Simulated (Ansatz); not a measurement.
Computed with Ansatz.

C3H9InO (`CC(C)=[O+][InH3-]`) at its PBE0-D4/def2-TZVP geometry, where that method's forces vanish. The species carries charge 0 and has multiplicity 1. In takes the def2 core potential.

```csv
atom,x (Å),y (Å),z (Å)
C1,-2.093,0.532,0.002
C2,-0.649,0.159,0.004
C3,-0.267,-1.207,0.474
O4,0.190,0.961,-0.372
In5,2.530,0.636,-0.479
H6,-2.496,0.432,1.015
H7,-2.650,-0.173,-0.623
H8,-2.232,1.548,-0.360
H9,-1.126,-1.804,0.775
H10,0.433,-1.108,1.309
H11,0.280,-1.713,-0.326
H12,2.436,-0.737,-1.545
H13,2.704,0.279,1.216
H14,2.939,2.194,-1.091
```

Task: For each bond, give half the difference of the two atoms' forces along it (eV/Å; positive pushes the atoms apart) under PBE-D4, r2SCAN-D4, B3LYP-D4, ωB97M-V in def2-TZVPP. (Estimate.)

Result: The calculation gave: 
| bond | length (Å) | PBE-D4 | r2SCAN-D4 | B3LYP-D4 | ωB97M-V |
| --- | --- | --- | --- | --- | --- |
| C1–C2 | 1.492 | -0.17 | -0.03 | 0.06 | 0.11 |
| C1–H6 | 1.094 | 0.11 | -0.02 | -0.06 | -0.09 |
| C1–H7 | 1.094 | 0.11 | -0.02 | -0.06 | -0.09 |
| C1–H8 | 1.088 | 0.10 | -0.05 | -0.07 | -0.08 |
| C2–C3 | 1.494 | -0.24 | -0.06 | 0.09 | 0.12 |
| C2–O4 | 1.220 | 0.98 | 0.47 | 0.19 | 0.08 |
| C3–H9 | 1.089 | 0.07 | -0.05 | -0.06 | -0.05 |
| C3–H10 | 1.094 | 0.14 | -0.01 | -0.07 | -0.10 |
| C3–H11 | 1.094 | 0.14 | -0.01 | -0.07 | -0.10 |
| O4–In5 | 2.364 | -0.24 | -0.20 | -0.01 | -0.04 |
| In5–H12 | 1.740 | 0.05 | -0.02 | 0.03 | -0.04 |
| In5–H13 | 1.740 | 0.05 | -0.02 | 0.02 | -0.05 |
| In5–H14 | 1.723 | 0.05 | -0.02 | 0.01 | -0.04 |

B3LYP here is the variant with VWN-RPA as its local correlation; programs differ in this.
